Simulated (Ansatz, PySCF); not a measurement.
H6PSi2 (SMILES [SiH3][P][SiH3]), doublet, at a GFN2-xTB geometry, with bond 5-1 at 1.4 times its length. Base run: CASSCF(3,3)/6-31G (PySCF).

The PySCF input:
```python
from pyscf import gto, scf, mcscf
import numpy

mol = gto.M(
    atom='''
Si    1.715417   -0.013107    0.404503
P    -0.010346   -0.326102   -0.964475
Si   -1.707361    0.267032    0.346502
H     2.914521   -0.384097   -0.342563
H     1.836365    1.948266    0.991833
H     1.594028   -0.849224    1.601304
H    -1.776538   -0.591395    1.531629
H    -2.923014    0.116402   -0.449166
H    -1.568398    1.657024    0.787832
''',
    basis='6-31g',
    charge=0,
    spin=1,
    verbose=4,
)

mf = scf.ROHF(mol)
mf.kernel()
mc = mcscf.CASSCF(mf, 3, 3)
mc.fix_spin_(ss=0.75)
mc.kernel()
occ = numpy.linalg.eigvalsh(mc.fcisolver.make_rdm1(mc.ci, mc.ncas, mc.nelecas))[::-1]
ss = mc.fcisolver.spin_square(mc.ci, mc.ncas, mc.nelecas)[0]
print('natural occupations', occ.round(4), ' <S^2>', round(ss, 4))
```

Programs used: Ansatz (a program for electronic structure), PySCF; a row that names a program was run with it.

The base run was repeated with changes; each row names its change, and settings that it needs were set with it.

```tsv
change	ΔE vs base (mEh)	natural occupations	<S^2> of the state
base	0.000	1.92 1.00 0.08	0.75
conv_tol = 1e-5	0.000	1.92 1.00 0.08	0.75
state_average = 2 states	26.450	-	-
code = ansatz	0.016	-	-
fix_spin_ = off	0.000	1.92 1.00 0.08	0.75
active space = 9 electrons, 8 orbitals	-28.832	1.99 1.98 1.97 1.91 1.00 0.09 0.03 0.02	0.75
correction = SC-NEVPT2	-150.6	1.92 1.00 0.08	0.75
active space = 9 electrons, 9 orbitals	-37.367	1.99 1.98 1.97 1.91 1.00 0.09 0.03 0.02 0.01	0.75
active space = 5 electrons, 5 orbitals	-10.394	1.98 1.92 1.00 0.08 0.02	0.75
code = ansatz; correction = SC-NEVPT2, all electrons	-150.6	-	-
active space = 3 electrons, 5 orbitals	-1.387	1.92 1.00 0.08 0.00 0.00	0.75
```

Active orbitals are taken around the Fermi level unless the row says otherwise; CASSCF can end in different local minima, and two programs can end on different orbitals. State-averaged rows give the lowest state.

Open shells are given as the SCF converged; they aren't shown to be the lowest states, and a large step between rows can be another state.
